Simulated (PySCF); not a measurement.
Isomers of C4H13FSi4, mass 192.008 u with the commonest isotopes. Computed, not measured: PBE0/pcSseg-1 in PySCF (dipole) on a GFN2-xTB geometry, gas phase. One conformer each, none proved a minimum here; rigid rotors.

Problem. Order these by rotational constant B, smallest first.
A. `[CH2:1]=[CH:2][CH2:3][Si@@H:4]1[SiH2:5][Si@@H:6]([F:7])[Si@@H:8]1[CH3:9]` with C1–C2–C3–Si4 -109°, C2–C3–Si4–Si5 169°
B. `[F:1][Si@@H:2]1[SiH2:3][SiH2:4][Si@H:5]1[CH:6]1[CH2:7][CH2:8][CH2:9]1` with Si4–Si5–C6–C7 53°, F1–Si2–Si3–Si4 -100°, Si2–Si3–Si4–Si5 -7°, Si3–Si4–Si5–C6 -105°, Si5–C6–C7–C8 -108°
C. `[CH2:1]=[C:2]([CH3:3])[Si@@:4]1([F:5])[SiH2:6][SiH2:7][Si@H:8]1[CH3:9]` with C1–C2–Si4–F5 3°

Solution. A (530.2 MHz), B (590.6 MHz), C (628.2 MHz).

Problem. Order these by rotational constant A, smallest first.
A. `[F:1][Si@@H:2]1[SiH2:3][SiH2:4][Si@H:5]1[CH:6]1[CH2:7][CH2:8][CH2:9]1` with Si4–Si5–C6–C7 53°, F1–Si2–Si3–Si4 -100°, Si2–Si3–Si4–Si5 -7°, Si3–Si4–Si5–C6 -105°, Si5–C6–C7–C8 -108°
B. `[CH2:1]=[C:2]([CH3:3])[Si@@:4]1([F:5])[SiH2:6][SiH2:7][Si@H:8]1[CH3:9]` with C1–C2–Si4–F5 3°
C. `[CH2:1]=[CH:2][CH2:3][Si@@H:4]1[SiH2:5][Si@@H:6]([F:7])[Si@@H:8]1[CH3:9]` with C1–C2–C3–Si4 -109°, C2–C3–Si4–Si5 169°

Solution. B (1051 MHz), A (1242 MHz), C (1320 MHz).

Problem. Order these by dipole moment, smallest first.
A. `[CH2:1]=[C:2]([CH3:3])[Si@@:4]1([F:5])[SiH2:6][SiH2:7][Si@@H:8]1[CH3:9]` with C1–C2–Si4–F5 -3°
B. `[CH2:1]=[C:2]([CH3:3])[Si@@:4]1([F:5])[SiH2:6][SiH2:7][Si@H:8]1[CH3:9]` with C1–C2–Si4–F5 3°
C. `[CH2:1]=[CH:2][CH2:3][Si@@H:4]1[SiH2:5][Si@@H:6]([F:7])[Si@@H:8]1[CH3:9]` with C1–C2–C3–Si4 -109°, C2–C3–Si4–Si5 169°

Solution. A (1.35 D), B (2.27 D), C (2.45 D).

```tsv
SMILES	point group	Ia (u·Å²)	Ib (u·Å²)	Ic (u·Å²)	κ	μa (D)	μb (D)	μc (D)
C=CC[Si@@H]1[SiH2][Si@@H](F)[Si@@H]1C	C1	382.80	953.12	1195.42	-0.76	2.10	0.24	1.23
F[Si@@H]1[SiH2][SiH2][Si@H]1C1CCC1	C1	406.87	855.69	985.37	-0.79	2.29	0.20	0.96
C=C(C)[Si@@]1(F)[SiH2][SiH2][Si@H]1C	C1	480.96	804.51	941.38	-0.64	0.28	1.57	1.62
C=C(C)[Si@@]1(F)[SiH2][SiH2][Si@@H]1C	C1	484.08	814.14	942.68	-0.67	0.06	0.01	1.34
```
